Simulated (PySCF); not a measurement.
C₄H₅NO, SMILES C1C(C#N)CO1. Atoms are numbered in the order given.

```xyz
11

N      2.6055     0.3048     0.0000
C      1.5125    -0.0928     0.0000
C      0.1361    -0.5611     0.0000
C     -0.8559     0.0371    -1.0313
O     -1.8166     0.2999     0.0000
C     -0.8559     0.0371     1.0313
H      0.1225    -1.6609     0.0000
H     -1.2355    -0.6570    -1.7974
H     -0.4891     0.9602    -1.5136
H     -1.2355    -0.6570     1.7974
H     -0.4891     0.9602     1.5136
```

The structure is a stationary point at TPSSh-D3(BJ)/def2-SVP.

Two levels are set side by side: PBE/pcSseg-1 (PySCF) and KT2/pcSseg-1 (PySCF). GIAO shifts against H2O (¹⁷O), NH3 (¹⁵N), TMS (¹H), TMS (¹³C) at the same level; non-relativistic, no solvent, atoms listed together averaged. Differences are taken from unrounded values.

```csv
quantity,KT2,PBE,PBE minus KT2
δ(¹⁵N) of N1 (ppm),294.3,313.8,19.5
δ(¹³C) of C2 (ppm),114.4,122.4,8.0
δ(¹³C) of C3 (ppm),29.4,28.2,-1.2
"δ(¹³C) of C4, C6 (ppm)",80.6,81.3,0.8
δ(¹⁷O) of O5 (ppm),31.6,30.3,-1.3
δ(¹H) of H7 (ppm),4.13,4.04,-0.09
```

Rough cost on one machine, each run with all the roots and properties that it gave: KT2 against PBE within a factor of 2.
